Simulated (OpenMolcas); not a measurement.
# V3+: moving or changing the point charges

V3+ among 4 point charges of -2.5 e arranged as a tetrahedron (Td), 2.05 Å from the ion.

```
Program             : OpenMolcas 26.06
Method              : CASSCF
Basis               : ANO-RCC-VDZP [5s4p2d1f]
Scalar Hamiltonian  : DKH2, point nucleus
Active space        : 2 electrons in 5 orbitals (3d)
State averaging     : 2S+1 = 3 even, 10 roots; 2S+1 = 1 even, 15 roots
Spin-orbit coupling : state interaction with AMFI integrals over the reference wave functions
```

Runs around this geometry, states (labels of Td). Energies in cm-1 above the lowest state or level, χT in cm3 K/mol; 10Dq and B are least-squares fits to the states below 45000 cm-1, weighted by degeneracy, with a free offset, and given where the rms deviation is under 5 % of |10Dq| (or 100 cm-1) and under 700 cm-1; 10Dq is negative for this site.

```csv
R (Å),q (e),Ground state,First state of that spin,10Dq,B (rms of fit),First gap with spin-orbit (degeneracies),χT at 300 K,First state of another spin
2.05,-1.25,3A2,3T2 1283,-1318,1085 (45),"1251 (3, 1)",0.876,1E 14435
1.95,-2.5,3A2,3T2 2729,-2743,1054 (102),"2663 (3, 1)",0.932,1E 14735
2.05,-2.5,3A2,3T2 2246,-2287,1068 (75),"2185 (3, 1)",0.917,1E 14692
2.19,-2.5,3A2,3T2 1704,-1745,1079 (57),"1655 (3, 1)",0.896,1E 14571
```

Taking |10Dq| as R^-n, n = -ln(1745 / 2743) / ln(2.19 / 1.95) = 3.9 between the shortest and longest distance. The point-charge formula for a cubic d site gives n = 5.

Scaling the charges by -1.25 / -2.5 = 0.50 scales |10Dq| by 1318 / 2287 = 0.58; with fixed orbitals a first-order splitting would follow the charge.

Without dynamic correlation the repulsion within the d shell is too large (B by tens of per cent), so at a given field states of lower spin stand too high. The ground term spreads over less than 5000 cm-1, several times less than with real ligands, so orbital moments are less quenched and χT lies further from the spin-only value than at real sites. This is an electrostatic model: the charges have no orbitals. No measured value stands beside these numbers.
